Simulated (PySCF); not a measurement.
## Running PySCF for Rh

Input:

```python
from pyscf import gto, scf, tdscf

mol = gto.M(
    atom='Rh 0 0 0',
    basis='ano-rcc-vdzp',
    charge=0,
    spin=3,
    verbose=4,
)
mf = scf.UHF(mol)
mf = mf.sfx2c1e()
mf.kernel()
td = tdscf.TDA(mf)
td.nstates = 4
td.kernel()
td.analyze()
mf.dip_moment()
print('orbital energies (hartree):', [e[max(0, n-3):n+3].round(4) for e, n in zip(mf.mo_energy, mol.nelec)])
```

```bash
$ OMP_NUM_THREADS=1 python input.py
```

Output (some set-up lines and the per-cycle HOMO/LUMO lines with their warnings removed):

```
PySCF version 2.14.0

[INPUT] Symbol           X                Y                Z      unit          X                Y                Z       unit  Magmom
[INPUT]  1 Rh     0.000000000000   0.000000000000   0.000000000000 AA    0.000000000000   0.000000000000   0.000000000000 Bohr   0.0

nuclear repulsion = 0
number of shells = 4
number of NR pGTOs = 182
number of NR cGTOs = 43
basis = ano-rcc-vdzp
ecp = {}

******** <class 'pyscf.x2c.sfx2c1e.sfX2C1eUHF'> ********
method = sfX2C1eUHF
initial guess = minao
damping factor = 0
level_shift factor = 0
DIIS = <class 'pyscf.scf.diis.CDIIS'>
SCF conv_tol = 1e-09
SCF max_cycles = 50
number electrons alpha = 24  beta = 21

******** <class 'pyscf.x2c.sfx2c1e.SpinFreeX2CHelper'> ********
approx = 1e
xuncontract = 1
init E= -4780.75695149956

cycle= 1 E= -4780.84540218827  delta_E= -0.0885  |g|= 0.86  |ddm|= 1.68
cycle= 2 E= -4781.00320566202  delta_E= -0.158  |g|= 0.634  |ddm|= 0.834
cycle= 3 E= -4781.11263635127  delta_E= -0.109  |g|= 0.0449  |ddm|= 0.269
cycle= 4 E= -4781.11573579224  delta_E= -0.0031  |g|= 0.0236  |ddm|= 0.0836
cycle= 5 E= -4781.11783855379  delta_E= -0.0021  |g|= 0.021  |ddm|= 0.074
cycle= 6 E= -4781.12093628794  delta_E= -0.0031  |g|= 0.0185  |ddm|= 0.121
cycle= 7 E= -4781.12718089395  delta_E= -0.00624  |g|= 0.0174  |ddm|= 0.354
cycle= 8 E= -4781.12698446316  delta_E= 0.000196  |g|= 0.0124  |ddm|= 0.0261
cycle= 9 E= -4781.12862487407  delta_E= -0.00164  |g|= 0.0104  |ddm|= 0.218
cycle= 10 E= -4781.12874495103  delta_E= -0.00012  |g|= 0.00384  |ddm|= 0.0189
cycle= 11 E= -4781.12884811446  delta_E= -0.000103  |g|= 0.00395  |ddm|= 0.0402
cycle= 12 E= -4781.12888427359  delta_E= -3.62e-05  |g|= 0.00408  |ddm|= 0.0168
cycle= 13 E= -4781.12892451732  delta_E= -4.02e-05  |g|= 0.002  |ddm|= 0.0233
cycle= 14 E= -4781.12893629161  delta_E= -1.18e-05  |g|= 0.000786  |ddm|= 0.0156
cycle= 15 E= -4781.12893793831  delta_E= -1.65e-06  |g|= 0.000333  |ddm|= 0.0053
cycle= 16 E= -4781.12893847005  delta_E= -5.32e-07  |g|= 0.000222  |ddm|= 0.00212
cycle= 17 E= -4781.12893884137  delta_E= -3.71e-07  |g|= 0.000143  |ddm|= 0.00187
cycle= 18 E= -4781.1289390064  delta_E= -1.65e-07  |g|= 0.00011  |ddm|= 0.00138
cycle= 19 E= -4781.12893908786  delta_E= -8.15e-08  |g|= 8.79e-05  |ddm|= 0.000843
cycle= 20 E= -4781.12893918845  delta_E= -1.01e-07  |g|= 4.05e-05  |ddm|= 0.00167
cycle= 21 E= -4781.12893921453  delta_E= -2.61e-08  |g|= 1.25e-05  |ddm|= 0.000819
cycle= 22 E= -4781.12893921658  delta_E= -2.05e-09  |g|= 5.3e-06  |ddm|= 0.000239
cycle= 23 E= -4781.12893921683  delta_E= -2.5e-10  |g|= 3.49e-06  |ddm|= 6.74e-05
Extra cycle  E= -4781.12893921686  delta_E= -3e-11  |g|= 3.01e-06  |ddm|= 6.89e-06
converged SCF energy = -4781.12893921686  <S^2> = 3.7532245  2S+1 = 4.0016119

******** <class 'pyscf.tdscf.uhf.TDA'> for <class 'pyscf.x2c.sfx2c1e.sfX2C1eUHF'> ********
nstates = 4
deg_eia_thresh = 1.000e-03
wfnsym = None
conv_tol = 1e-05
eigh lindep = 1e-12
eigh level_shift = 0
eigh max_cycle = 100

Excitation energies (eV)
[0.2239113  0.22391587 0.22392022 1.43660075]

** Excitation energies and oscillator strengths **
Excited State   1:      0.22391 eV   5537.20 nm  f=0.0000
      19b ->   23b      0.23640
      19b ->   24b      0.12212
      20b ->   23b     -0.55455
      21b ->   23b      0.21184
      21b ->   24b     -0.73900
      21b ->   33b      0.11863
Excited State   2:      0.22392 eV   5537.09 nm  f=0.0000
      19b ->   23b     -0.48872
      19b ->   24b     -0.17918
      20b ->   23b     -0.64962
      20b ->   24b     -0.35991
      20b ->   32b      0.10988
      21b ->   23b     -0.29666
      21b ->   24b      0.25530
Excited State   3:      0.22392 eV   5536.98 nm  f=0.0000
      19b ->   23b      0.27477
      19b ->   24b     -0.74725
      19b ->   33b      0.12191
      20b ->   23b     -0.23229
      20b ->   24b      0.23728
      21b ->   23b      0.42060
      21b ->   24b      0.23371
Excited State   4:      1.43660 eV    863.04 nm  f=0.0000
      19b ->   23b     -0.15643
      19b ->   24b      0.24632
      20b ->   24b     -0.51962
      21b ->   23b      0.75768
      21b ->   24b      0.20864
      21b ->   32b     -0.11161

** Transition electric dipole moments (AU) **
state          X           Y           Z        Dip. S.      Osc.
  1         0.0000      0.0000      0.0000      0.0000      0.0000
  2         0.0000      0.0000      0.0000      0.0000      0.0000
  3        -0.0000     -0.0000      0.0000      0.0000      0.0000
  4         0.0000     -0.0000      0.0000      0.0000      0.0000

** Transition velocity dipole moments (imaginary part, AU) **
state          X           Y           Z        Dip. S.      Osc.
  1         0.0000      0.0000     -0.0000      0.0000      0.0000
  2         0.0000      0.0000      0.0000      0.0000      0.0000
  3        -0.0000     -0.0000      0.0000      0.0000      0.0000
  4        -0.0000     -0.0000      0.0000      0.0000      0.0000

** Transition magnetic dipole moments (imaginary part, AU) **
state          X           Y           Z
  1        -1.3408     -0.4229     -1.4261
  2        -1.4840      0.5128      1.2431
  3         0.1026      1.8891     -0.6567
  4        -0.0000     -0.0000      0.0000
Dipole moment(X, Y, Z, Debye):  0.00000, -0.00000,  0.00000
orbital energies (hartree): [array([-0.4457, -0.4457, -0.2415,  0.1176,  0.1176,  0.1176]), array([-0.3977, -0.3977, -0.3977,  0.0166,  0.1737,  0.1737])]
```

In short: E(SCF) = -4781.128939 Eh, ⟨S²⟩ = 3.753, first excitations without spin–orbit coupling 0.22, 0.22, 0.22, 1.44 eV.

Hardware: Arm Neoverse N1, 1 thread, shared host. Wall time 9.9 s.

No search for the lowest solution was made, and open d or f shells often end in a higher one.
